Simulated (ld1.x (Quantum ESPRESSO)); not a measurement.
# Which change was made? (Ga, ultrasoft)

* Element: gallium
* Generator: ld1.x (Quantum ESPRESSO) 7.5
* Type: ultrasoft
* Functional: revPBE
* Relativity: scalar-relativistic
* Frozen core: [Ar] 3d10
* Valence charge: 3
* Reference configuration: 4s2 4p0 (charge +1)
* Partial waves: 4s (bound): rcut 1.55, rcutus 1.70 bohr; 4s channel at 0.25 Ry: rcut 1.55, rcutus 1.70 bohr; 4p (bound, empty): rcut 2.10, rcutus 2.50 bohr; 4p channel at 0.7 Ry: rcut 2.10, rcutus 2.50 bohr
* Local potential: all-electron potential smoothed inside 1.70 bohr (lloc = -1)
* Core correction: none
* Augmentation charge: PSQ, inside the norm-conserving radii

Cutoffs, loose and tight: the cutoffs (Ry, on a coarse ladder) from which the occupation-weighted sum of valence levels, in a spherical-Bessel basis at the reference potential, stays within 10 and 1 mRy of its value at 400 Ry. They do not see the model core or the augmentation charge, which bear on the density cutoff. Test errors are all-electron minus pseudo excitation energies from the reference, over the configurations 4s2 4p1; 4s1 4p0; 4s2 4p0.5; 4s1 4p2; 4s1 4p1; 4s2 4p1.3; 4s0 4p3; variants that change the core or the reference have their own tests.

The base gives: outcome: generated; cutoff, loose: 10 Ry; cutoff, tight: 15 Ry; bound ghosts: none; largest test error (meV): +222.

After one change the result is: outcome: generated; cutoff, loose: 6 Ry; cutoff, tight: 6 Ry; bound ghosts: none; largest test error (meV): +215. Which change was it?
A. waves 4s (bound): rcut 1.55, rcutus 1.68 bohr; 4s channel at 0.25 Ry: rcut 1.55, rcutus 1.68 bohr
B. waves 4s (bound): rcut 1.06, rcutus 1.12 bohr; 4s channel at 0.25 Ry: rcut 1.06, rcutus 1.12 bohr
C. waves 4s (bound): rcut 1.55, rcutus 2.40 bohr; 4s channel at 0.25 Ry: rcut 1.55, rcutus 2.40 bohr

C. The others give: waves 4s (bound): rcut 1.55, rcutus 1.68 bohr; 4s channel at 0.25 Ry: rcut 1.55, rcutus 1.68 bohr → outcome: generated; cutoff, loose: 12 Ry; cutoff, tight: 15 Ry; bound ghosts: none; largest test error (meV): +218 | waves 4s (bound): rcut 1.06, rcutus 1.12 bohr; 4s channel at 0.25 Ry: rcut 1.06, rcutus 1.12 bohr → outcome: failed: chargeps: negative rho.
